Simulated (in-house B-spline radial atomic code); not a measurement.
Settings and results of a run for Ni5+. Level of theory: scalar-relativistic (X2C) SCAN, spin-polarised, spherical fractional occupations, Fermi nucleus of rms radius 3.7757 fm; calculated with an all-electron radial atomic-structure program (B-spline basis).

Command:
```bash
python run_scf.py task.json out
```
Settings (nuclear radius in fm, mass in u):
```
Z                28
configuration    [Ar] 3d5
hamiltonian      x2c
method           scan,scan
spin_polarised   True
nucleus          fermi
rms_radius       3.7757
atomic_mass      57.93534
speed_of_light   137.035999084
```

Output (hartree, bohr):
```
 radial grid: 66 intervals, B-splines of order 8, outer radius 12.1053 bohr

 iter        energy (Eh)    residual
    1       -1513.630543    7.44e-02
    2       -1513.635049    2.59e-03
    3       -1513.635084    9.89e-04
    4       -1513.635086    5.21e-04
    5       -1513.635086    3.92e-05
    6       -1513.635086    2.02e-05
    7       -1513.635086    2.38e-06
    8       -1513.635086    1.14e-07

 total energy                     -1513.63509
 kinetic                            1538.2009
 electron-nucleus                  -3560.8151
 Hartree                             570.5336
 exchange-correlation                -61.5545

 orbital      occ     eigenvalue          <r>       <r^2>       <1/r>       r_max
 1s up      1.000      -305.8119    0.0537701  0.00390249     28.5207     0.03502
 1s down    1.000      -305.8117    0.0537699  0.00390241     28.5208     0.03502
 2s up      1.000       -39.9063     0.244574   0.0706918     6.14773      0.2044
 2s down    1.000       -39.7175     0.243749   0.0701864     6.16932      0.2042
 2p up      3.000       -34.7251     0.215516   0.0570407     5.95586       0.165
 2p down    3.000       -34.5851     0.214625   0.0565244     5.97483      0.1647
 3s up      1.000        -7.5423     0.717141     0.59011     1.99098       0.632
 3s down    1.000        -7.1974     0.723719    0.601467     1.96588      0.6343
 3p up      3.000        -5.9943     0.740388    0.639293     1.85331      0.6361
 3p down    3.000        -5.6521     0.749437    0.655684     1.82612      0.6397
 3d up      5.000        -3.5202     0.784413     0.74983     1.59938      0.5923
```

Run time, properties included: 0.17 s on 1 thread of AMD EPYC 9R45, with other jobs on the host.

One-electron X2C: radii and densities carry no picture-change correction, so inner-shell <1/r> comes out high (for 1s by about 2 % at Z = 33, 5 % at 54, 10 % at 75, 30 % at 118) and <r> low.
